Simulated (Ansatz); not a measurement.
Gas-phase reaction in SMILES: [O]=[Al][Cl] → [O]=[Al][Cl] as doublet, charge +1 + e-
Geometries: B3LYP-D3(BJ)/def2-TZVP minima from Ansatz (a quantum-chemistry and plane-wave program).

Property: adiabatic ionisation energy (electronic energy difference), in eV. Cores are frozen in the correlated levels unless marked. Open shells are spin-unrestricted. No spin-orbit coupling. Non-relativistic. CBS marks a two-point X^-3 extrapolation of the correlation energy; Hartree-Fock from the larger set.

CCSD(T)/CBS(cc-pV(T+d)Z,cc-pV(Q+d)Z) (Ansatz) gives 10.09 eV.

### Question
Another calculation gave 9.83 eV. Which level was it?
A. wB97X-V/def2-TZVPD (Ansatz)
B. revPBE/def2-TZVPD (Ansatz)
C. r2SCAN0/def2-TZVPD (Ansatz)
D. SVWN5/def2-TZVPD (Ansatz)

### Answer
A, wB97X-V/def2-TZVPD (Ansatz). The others give 10.01 (revPBE), 9.66 (r2SCAN0), 10.60 (SVWN5) eV.
